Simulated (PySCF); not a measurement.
## C₆ coefficients of unlike pairs at PBE

Calculated with PySCF 2.14 from the dipole response of each species, C₆(A,B) = (3/π) ∫ α_A(iu) α_B(iu) du, in atomic units, from isotropic polarisabilities. For ions this is the dispersion term alone; charge-induced terms of lower order in 1/R come first.

```
species           configuration                                                                 basis      relativity  α (bohr³)  C₆ (like pair)
   Kr³⁺  [Ar] 3d10 4s2 4p3 (4S)                           aug-cc-pV5Z-PP with ECP10MDF (8s7p6d4f3g2h)  core potential      5.480           21.44
    Ru⁺           [Kr] 4d7 (4F)  def2-QZVPPD with the def2 core potential (28 electrons) (7s5p4d4f2g)  core potential      16.57           106.5
   Co³⁺           [Ar] 3d6 (5D)                                            aug-cc-pVQZ (9s8p6d4f3g2h)            none      1.840           4.433
    F³⁺       [He] 2s2 2p2 (3P)                                                aug-cc-pwCVDZ (5s4p2d)            none     0.9401          0.8441
```

(1) Estimate C₆ for F³⁺ with Ru⁺.

No spin-orbit coupling is included.

The other pairs:

```
      pair     C₆
 Co³⁺, Ru⁺  19.44
Co³⁺, Kr³⁺  9.225
 Ru⁺, Kr³⁺  46.87
 F³⁺, Kr³⁺  4.170
 F³⁺, Co³⁺  1.917
```

Results:

(1) The integral gives 8.937. The combination rule 2 C_A C_B / (C_A α_B/α_A + C_B α_A/α_B) gives 8.592 and the geometric mean 9.479.
